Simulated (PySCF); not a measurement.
## Partial charges of `C[Si](N)([SiH3])[SiH3]`

Species: CH11NSi3.
Structure used (GFN2-xTB), in Å, numbered top down from 1:
```
atom  x, y, z in Å
C1     0.5763    1.4400   -1.1529
Si2    0.0374    0.1369    0.1384
N3     0.2866    0.9786    1.6424
Si4    1.3959   -1.7478   -0.1406
Si5   -2.2569   -0.2307    0.0432
H6     0.0331    2.3719   -1.0273
H7     1.6365    1.6677   -1.0773
H8     0.3925    1.0852   -2.1629
H9     0.0348    0.5290    2.5077
H10    1.1341    1.5072    1.7763
H11    1.1922   -2.4136   -1.4310
H12    1.1327   -2.7637    0.8876
H13    2.8390   -1.4814   -0.0557
H14   -2.6963   -1.1399    1.1093
H15   -2.6281   -0.8817   -1.2187
H16   -3.1174    0.9514    0.1501
```

Density: PBE0/pcSseg-1 (PySCF); schemes: Mulliken, IAO, Hirshfeld and ESP-fitted. Geometry: GFN2-xTB, one conformer, isolated molecule.

Question: Atoms with like bonding are taken together and averaged. At which atom do the 4 schemes differ most?

Answer: At N3: from -1.026 (ESP-fitted) to -0.318 e (Hirshfeld), 0.708 e apart.

Question: Do the Mulliken, IAO, Hirshfeld and ESP-fitted schemes agree on where the charge is lowest?

Answer: All schemes agree: Mulliken N3 (-0.626); IAO N3 (-0.834); Hirshfeld N3 (-0.318); ESP-fitted N3 (-1.026).

Question: Which atoms carry the highest charge in the Mulliken, IAO, Hirshfeld and ESP-fitted schemes?

Answer: All schemes agree: Mulliken Si2 (+0.389); IAO Si2 (+0.655); Hirshfeld Si2 (+0.264); ESP-fitted Si2 (+0.577).

Question: Tabulate the Mulliken, IAO, Hirshfeld and ESP-fitted charges.

Answer: In e; atoms taken as equivalent share a row and are averaged (×n: the atom named and its like, n in all):

| atom | environment | Mulliken | IAO | Hirshfeld | ESP-fitted |
| --- | --- | --- | --- | --- | --- |
| C1 | Si-methyl carbon | -0.609 | -0.701 | -0.214 | -0.558 |
| Si2 | four-coordinate silicon | +0.389 | +0.655 | +0.264 | +0.577 |
| N3 | silicon-bound nitrogen | -0.626 | -0.834 | -0.318 | -1.026 |
| Si4/Si5 | SiH3 silicon | +0.218 | +0.247 | +0.195 | +0.108 |
| H6/H7/H8 | methyl hydrogen | +0.142 | +0.155 | +0.041 | +0.140 |
| H9/H10 | N–H hydrogen | +0.192 | +0.258 | +0.114 | +0.384 |
| H11 (×6) | Si–H hydrogen | -0.066 | -0.099 | -0.078 | -0.066 |

Mean size of the charges over all atoms: IAO 0.266 e, ESP-fitted 0.247 e, Mulliken 0.204 e, Hirshfeld 0.125 e. Each set sums to the total charge, 0, to within 0.001 e. The ESP scheme fits charges at the nuclei, held to the total charge, to the electrostatic potential on points at 1.4 to 2.0 times the van der Waals radii. The IAO scheme counts the electrons in orthogonalised intrinsic atomic orbitals, a minimal basis polarised so that it spans the occupied orbitals exactly.

Some averages cover members that differ in this geometry: Si4/Si5, ESP-fitted +0.018 to +0.198; H11 (×6), ESP-fitted -0.103 to -0.035; Si4/Si5, IAO +0.228 to +0.266; H6/H7/H8, ESP-fitted +0.120 to +0.150 e.

Question: How closely do the schemes follow one another over all atoms?

Answer: Correlation coefficient and root-mean-square difference: Mulliken with IAO 0.99, 0.094 e; IAO with ESP-fitted 0.96, 0.098 e; IAO with Hirshfeld 0.95, 0.216 e; Mulliken with ESP-fitted 0.95, 0.140 e; Mulliken with Hirshfeld 0.94, 0.139 e; Hirshfeld with ESP-fitted 0.89, 0.240 e.

Question: How many electrons does the IAO scheme count on N3?

Answer: Z − q = 7 − (-0.834) = 7.834.

The run behind these numbers computed NMR shieldings as well. Time: 18 s; peak memory 0.74 GiB. Hardware: one thread of an Arm Neoverse V1 (shared host).
